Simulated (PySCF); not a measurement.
## Radial density of V (vanadium, neutral)

UHF, [Ar] 3d3 4s2, high-spin 4F determinant. Computed with PySCF 2.14 in aug-cc-pwCVTZ-DK (10s9p7d4f3g, 127 functions), with scalar relativity by spin-free X2C-1e.

```
r (bohr)  4πr²ρ (e/bohr)  4πr²(ρα − ρβ)
 0.00118          0.1898         0.0000
 0.00199          0.4838         0.0000
 0.00335           1.207         0.0000
 0.00563           2.905         0.0000
 0.00947           6.572         0.0001
  0.0159           13.32         0.0000
  0.0268           22.34        -0.0003
  0.0450           27.49        -0.0019
  0.0758           23.01        -0.0062
   0.127           22.09        -0.0030
   0.214           29.83         0.1000
   0.361           16.69         0.6019
   0.607           9.624         1.6795
    1.02           10.35         2.1192
    1.72           2.742         1.0867
    2.89          0.8628         0.2146
    4.85          0.2875        -0.0209
    8.17         0.01641        -0.0048
    13.7       3.941e-05         0.0000
```

Densities and radii are taken from the X2C orbitals without a picture-change correction, which distorts them close to the nucleus.

Task: Where is the radial spin density 4πr²(ρα − ρβ) most negative, and why is it negative at all?

Result: Around r = 4.85 bohr, down to -0.0209 e/bohr: exchange with the open shell polarises the paired shells in an unrestricted calculation.
